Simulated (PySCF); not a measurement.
Species: C9H9P.
SMILES with atom numbers: `[CH3:1][c:2]1[cH:3][c:4]2[cH:5][cH:6][cH:7][cH:8][c:9]2[pH:10]1` (hydrogens: H11, H12, H13 on C1; H14 on C3; H15 on C5; H16 on C6; H17 on C7; H18 on C8; H19 on P10)

The same species was optimised twice, with GFN2-xTB and with PBE0-D3(BJ)/def2-SVP (PySCF), and the same property calculations (PySCF, gas phase) were run on both structures.

| coordinate | GFN2-xTB | PBE0-D3(BJ)/def2-SVP | change |
| --- | --- | --- | --- |
| C3–C4 (Å) | 1.444 | 1.456 | +0.012 |
| C4–C5 (Å) | 1.388 | 1.399 | +0.011 |
| C6–C7 (Å) | 1.387 | 1.398 | +0.011 |
| C2–C3 (Å) | 1.344 | 1.354 | +0.010 |
| C7–C8 (Å) | 1.386 | 1.396 | +0.010 |
| C5–C6 (Å) | 1.384 | 1.393 | +0.009 |
| C8–C9 (Å) | 1.383 | 1.392 | +0.009 |
| C4–C9 (Å) | 1.407 | 1.414 | +0.007 |
| C9–P10 (Å) | 1.820 | 1.825 | +0.005 |
| C2–P10 (Å) | 1.831 | 1.834 | +0.003 |
| C1–C2 (Å) | 1.491 | 1.491 | 0.000 |
| C2–P10–C9 (°) | 88.9 | 90.2 | +1.3 |
| C3–C2–P10 (°) | 112.0 | 110.8 | -1.2 |
| C1–C2–P10 (°) | 121.4 | 122.6 | +1.2 |
| C4–C9–P10 (°) | 111.0 | 110.1 | -0.9 |
| C8–C9–P10 (°) | 128.2 | 129.1 | +0.9 |
| C2–C3–C4 (°) | 115.0 | 115.5 | +0.5 |
| C7–C8–C9 (°) | 119.1 | 119.3 | +0.2 |
| C6–C7–C8 (°) | 120.5 | 120.3 | -0.2 |

Rotational constants: A = 2772, B = 872.4, C = 669.7 MHz (GFN2-xTB) against A = 2754, B = 857.8, C = 660.2 MHz (PBE0-D3(BJ)/def2-SVP).

On the GFN2-xTB structure: HOMO (eV) -6.38 [PBE0/pcSseg-1]; LUMO (eV) -1.02 [PBE0/pcSseg-1]; dipole (D) 0.99 [PBE0/pcSseg-1]; GIAO shielding of C1 (ppm) 165.0 [PBE0/pcSseg-1]; GIAO shielding of C2 (ppm) 31.1 [PBE0/pcSseg-1]; GIAO shielding of C3 (ppm) 43.4 [PBE0/pcSseg-1]; GIAO shielding of C4 (ppm) 33.0 [PBE0/pcSseg-1]; GIAO shielding of C5 (ppm) 59.0 [PBE0/pcSseg-1]; GIAO shielding of C6 (ppm) 53.8 [PBE0/pcSseg-1]; GIAO shielding of C7 (ppm) 57.2 [PBE0/pcSseg-1]; GIAO shielding of C8 (ppm) 51.2 [PBE0/pcSseg-1].

Task: What do these properties become on the PBE0-D3(BJ)/def2-SVP structure?

Result: 
| property | level | on GFN2-xTB | on PBE0-D3(BJ)/def2-SVP | change |
| --- | --- | --- | --- | --- |
| HOMO (eV) | PBE0/pcSseg-1 | -6.38 | -6.38 | 0.00 |
| LUMO (eV) | PBE0/pcSseg-1 | -1.02 | -1.10 | -0.08 |
| dipole (D) | PBE0/pcSseg-1 | 0.99 | 0.98 | -0.01 |
| energy, GFN2-xTB geometry as zero (kcal/mol) | PBE0/pcSseg-1 | 0.0 | -0.9 | -0.9 |
| GIAO shielding of C1 (ppm) | PBE0/pcSseg-1 | 165.0 | 163.8 | -1.2 |
| GIAO shielding of C2 (ppm) | PBE0/pcSseg-1 | 31.1 | 30.7 | -0.4 |
| GIAO shielding of C3 (ppm) | PBE0/pcSseg-1 | 43.4 | 41.1 | -2.3 |
| GIAO shielding of C4 (ppm) | PBE0/pcSseg-1 | 33.0 | 31.6 | -1.4 |
| GIAO shielding of C5 (ppm) | PBE0/pcSseg-1 | 59.0 | 56.2 | -2.8 |
| GIAO shielding of C6 (ppm) | PBE0/pcSseg-1 | 53.8 | 51.2 | -2.6 |
| GIAO shielding of C7 (ppm) | PBE0/pcSseg-1 | 57.2 | 54.4 | -2.8 |
| GIAO shielding of C8 (ppm) | PBE0/pcSseg-1 | 51.2 | 49.4 | -1.8 |

The heavy atoms differ by 0.020 Å rms after alignment. Among bonds between heavy atoms C3–C4, C4–C5 and C6–C7 change most and about equally (+0.011 to +0.012 Å). Changes are differences of the printed values. Neither structure is proved a minimum here.
